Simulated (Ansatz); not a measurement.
`[OH][Hf]([OH])([SeH])[SeH]` and `[OH][Hf]([OH])([F])[SeH]` differ in one atom or group.

Ansatz, PBE0-D4/def2-TZVP geometries, multiplicity 1. Each molecule was computed in one conformer, which needn't be the lowest.

Elements past krypton have def2 core potentials. Scalar relativity is left out up to krypton. Spin–orbit coupling is left out; it splits and shifts lone-pair levels of the heavy atoms by tenths of an eV.

| property | `[OH][Hf]([OH])([SeH])[SeH]` |
| --- | --- |
| HOMO energy (PBE0/def2-TZVPP) / eV | -6.70 |
| size of the dipole moment (PBE/def2-TZVPP) / D | 3.38 |
| HOMO–LUMO gap (PBE/def2-TZVPP) / eV | 3.93 |
| LUMO energy (ωB97M-V/def2-TZVPP) / eV | 0.85 |
| HOMO–LUMO gap (B3LYP/def2-TZVPP) / eV | 5.43 |
| HOMO–LUMO gap (ωB97M-V/def2-TZVPP) / eV | 9.62 |

Q: Give the same properties after the change, and the shifts. (An estimate is asked.)

A: Ansatz gave: 
```json
{"property": "HOMO energy (PBE0/def2-TZVPP) / eV", "`[OH][Hf]([OH])([F])[SeH]`": "-6.94", "shift": "-0.24"}
{"property": "size of the dipole moment (PBE/def2-TZVPP) / D", "`[OH][Hf]([OH])([F])[SeH]`": "3.50", "shift": "0.12"}
{"property": "HOMO–LUMO gap (PBE/def2-TZVPP) / eV", "`[OH][Hf]([OH])([F])[SeH]`": "4.44", "shift": "0.51"}
{"property": "LUMO energy (ωB97M-V/def2-TZVPP) / eV", "`[OH][Hf]([OH])([F])[SeH]`": "0.81", "shift": "-0.04"}
{"property": "HOMO–LUMO gap (B3LYP/def2-TZVPP) / eV", "`[OH][Hf]([OH])([F])[SeH]`": "5.95", "shift": "0.52"}
{"property": "HOMO–LUMO gap (ωB97M-V/def2-TZVPP) / eV", "`[OH][Hf]([OH])([F])[SeH]`": "9.87", "shift": "0.25"}
```

With PBE0 the HOMO falls by 0.24 eV and the LUMO rises by 0.34 eV, so the gap widens by about 0.58 eV. PBE moves the HOMO by -0.20 eV and ωB97M-V by -0.28 eV. Dipoles are sizes alone; their direction can turn.

Positive LUMOs are unbound, so they and the gaps depend on the basis.

B3LYP here is the variant with VWN-RPA as its local correlation; programs differ in this.
